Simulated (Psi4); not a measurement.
Intermolecular potential of CH4 ··· CH4O (SMILES C and CO). Monomers: optimised at B3LYP-D3(BJ) (def2-TZVP), held rigid. Orientation: lowest of the rigid-body minima from ten starts at GFN2-xTB. Only R, the distance of the centres of mass, is varied, so the lowest point isn't the relaxed dimer.

- PBE/def2-TZVP, counterpoise-corrected (Psi4)
- PBE-D3(BJ)/def2-TZVP, counterpoise-corrected (Psi4)
- SAPT0/jun-cc-pVDZ, frozen core (Psi4)

Interaction energies in kJ/mol; the last columns give the difference from SAPT0:

```csv
R / Å,PBE/def2-TZVP,PBE-D3(BJ)/def2-TZVP,SAPT0/jun-cc-pVDZ,PBE/def2-TZVP − SAPT0/jun-cc-pVDZ,PBE-D3(BJ)/def2-TZVP − SAPT0/jun-cc-pVDZ
3.17,13.54,9.55,13.90,-0.36,-4.35
3.33,4.99,1.47,5.06,-0.07,-3.60
3.56,-0.62,-3.51,-0.67,0.05,-2.85
3.74,-2.20,-4.66,-2.23,0.03,-2.43
3.90,-2.63,-4.74,-2.62,-0.01,-2.12
4.11,-2.55,-4.25,-2.52,-0.03,-1.74
4.42,-1.99,-3.21,-1.97,-0.02,-1.24
4.73,-1.41,-2.27,-1.44,0.03,-0.83
5.26,-0.71,-1.18,-0.80,0.09,-0.38
5.95,-0.28,-0.50,-0.39,0.11,-0.11
6.92,-0.09,-0.18,-0.16,0.07,-0.02
8.25,-0.03,-0.06,-0.06,0.02,-0.01
```

PBE/def2-TZVP is furthest from SAPT0/jun-cc-pVDZ at 3.17 (-0.36 kJ/mol, below); its mean absolute difference over the points is 0.07 kJ/mol.

PBE-D3(BJ)/def2-TZVP is furthest from SAPT0/jun-cc-pVDZ at 3.17 (-4.35 kJ/mol, below); its mean absolute difference over the points is 1.64 kJ/mol.
